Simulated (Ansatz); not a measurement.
Ansatz results at the PBE0-D4/def2-TZVP geometry: LUMO energy (PBE/def2-TZVPP) -0.37 eV; HOMO energy (ωB97M-V/def2-TZVPP) -10.56 eV; HOMO–LUMO gap (PBE/def2-TZVPP) 6.38 eV.

Each molecule was computed in one conformer, which needn't be the lowest.

(1) Which molecule gave them?
A. `N[SiH](Cl)Cl`
B. `C=CC[SiH3]`
C. `O[SiH](Br)O[SiH3]`
D. `O=C=N[SiH2]F`

## Answers

(1) A. The others give `C=CC[SiH3]`: -0.89, -9.41, 5.23; `O[SiH](Br)O[SiH3]`: -0.88, -10.87, 6.37; `O=C=N[SiH2]F`: -1.25, -11.16, 6.30.
